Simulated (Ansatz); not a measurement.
Start from `CC1C[SiH2]O1` and change one atom or group to get `IC1C[SiH2]O1`.

Ansatz, PBE0-D4/def2-TZVP geometries, multiplicity 1. 

Elements past krypton have def2 core potentials.  Spin–orbit coupling is left out; it splits and shifts lone-pair levels of the heavy atoms by tenths of an eV.

| property | `CC1C[SiH2]O1` |
| --- | --- |
| HOMO–LUMO gap (ωB97M-V/def2-TZVPP) / eV | 11.85 |
| HOMO–LUMO gap (B3LYP/def2-TZVPP) / eV | 7.39 |
| HOMO–LUMO gap (PBE/def2-TZVPP) / eV | 5.47 |
| size of the dipole moment (PBE/def2-TZVPP) / D | 1.68 |
| size of the dipole moment (B3LYP/def2-TZVPP) / D | 1.75 |
| HOMO energy (B3LYP/def2-TZVPP) / eV | -7.61 |

**Question.** Give the same properties after the change, and the shifts. (Estimate.)

**Answer.** Ansatz gave: 
```tsv
property	`IC1C[SiH2]O1`	shift
HOMO–LUMO gap (ωB97M-V/def2-TZVPP) / eV	10.32	-1.53
HOMO–LUMO gap (B3LYP/def2-TZVPP) / eV	5.75	-1.64
HOMO–LUMO gap (PBE/def2-TZVPP) / eV	4.19	-1.28
size of the dipole moment (PBE/def2-TZVPP) / D	2.82	1.14
size of the dipole moment (B3LYP/def2-TZVPP) / D	2.92	1.17
HOMO energy (B3LYP/def2-TZVPP) / eV	-6.95	0.66
```

With PBE0 the HOMO rises by 0.64 eV and the LUMO falls by 0.97 eV, so the gap narrows by about 1.61 eV. PBE moves the HOMO by 0.29 eV and ωB97M-V by 0.82 eV. Dipoles are sizes alone; their direction can turn.

B3LYP here is the variant with VWN-RPA as its local correlation; programs differ in this.

Positive LUMOs are unbound, so they and the gaps depend on the basis.
